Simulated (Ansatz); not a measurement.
`[NH2][Mg][Br]` + HCl → `[Cl][Mg][Br]` + NH₃ at 600 K and 1 bar (ligand exchange at a Mg–N bond).

Program: Ansatz. Geometries: PBE0-D4/def2-TZVP. ΔE: electronic, gas phase. CCSD(T)/CBS is the MP2 limit (def2-TZVPP, def2-QZVPP) plus CCSD(T) − MP2 in def2-TZVPP, frozen cores. This one scheme is used for every species. For Br, Mg outer-core shells are correlated without core-valence functions, which leaves a few kJ/mol of doubt a bond. Scalar relativity is left out up to krypton. Each species was taken in one conformer, which may not be the lowest.

```csv
species,CCSD(T)/CBS energy (Eh),H − E (kJ/mol),S (J/(mol·K))
`[NH2][Mg][Br]`,-2829.22045,105.5,355.7
HCl,-460.38127,35.4,207.2
`[Cl][Mg][Br]`,-3233.14611,38.4,330.8
NH₃,-56.50880,112.4,219.5
```

H − E and S are ideal-gas, rigid-rotor, harmonic terms from PBE0-D4/def2-TZVP, for one conformer and one mirror image of each species. 1 Eh = 2625.50 kJ/mol, R = 8.31446 J/(mol·K).

Task: By hand: ΔE, ΔH, ΔS and ΔG.

Result: ΔE = (-3233.14611) + (-56.50880) − (-2829.22045) − (-460.38127) = -0.05319 Eh = -139.7 kJ/mol. Δ(H − E) = 38.4 + 112.4 − 105.5 − 35.4 = 9.9, so ΔH = -129.8 kJ/mol. ΔS = 330.8 + 219.5 − 355.7 − 207.2 = -12.6 J/(mol·K). ΔG = -129.8 − 600 × (-12.6)/1000 = -122.2 kJ/mol.

Task: By hand: the equilibrium constant, and the temperature at which ΔG would vanish if ΔH and ΔS stayed fixed.

Result: log₁₀ K = −ΔG/(RT ln 10) = 10.6. ΔG = 0 at ΔH/ΔS = 10302 K, far beyond where these terms or the molecules hold.

The number of gas molecules stays the same, so ΔS is small and ΔH decides. A doubt of 5 kJ/mol in ΔE shifts log₁₀ K by 0.4 here. Other conformers and mirror images would add mixing entropy, several J/(mol·K) or more a flexible species. These are equilibria of isolated gas molecules and say nothing of rates. Largest T1 diagnostic: 0.007 (customary marks: 0.02 for closed shells, 0.045 for open ones).
